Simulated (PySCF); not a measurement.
C3HBrCl2, SMILES C(Br)=C=C(Cl)Cl. Atoms are numbered in the order given.

```xyz
7

Cl    -2.4016     0.1481     1.4643
C     -1.5170    -0.1545     0.0000
Cl    -2.4016     0.1481    -1.4643
C     -0.2788    -0.5854     0.0000
C      0.9624    -0.9900     0.0000
Br     2.4396     0.2110     0.0000
H      1.2703    -2.0390     0.0000
```

Coordinates come from a TPSSh-D3(BJ)/def2-SVP optimisation. The structure was generated by enumeration, and PubChem lists no compound with its InChIKey, so it may never have been made.

Two levels are set side by side: PBE/pcSseg-1 (PySCF) and PBE0/pcSseg-1 (PySCF). GIAO shifts against HCl (³⁵Cl), TMS (¹H), TMS (¹³C) at the same level; non-relativistic, no solvent, atoms listed together averaged. Without spin–orbit terms, shifts of atoms bonded to Cl or Br come out too high at both levels. Differences are taken from unrounded values.

| quantity | PBE0 | PBE | PBE minus PBE0 |
|---|---|---|---|
| δ(³⁵Cl) of Cl1, Cl3 (ppm) | 354.1 | 396.4 | 42.3 |
| δ(¹³C) of C2 (ppm) | 130.8 | 131.6 | 0.9 |
| δ(¹³C) of C4 (ppm) | 218.9 | 216.5 | -2.4 |
| δ(¹³C) of C5 (ppm) | 109.6 | 109.3 | -0.3 |
| δ(¹H) of H7 (ppm) | 7.02 | 7.04 | 0.01 |

Rough cost on one machine, each run with all the roots and properties that it gave: PBE0 against PBE about 2 times.
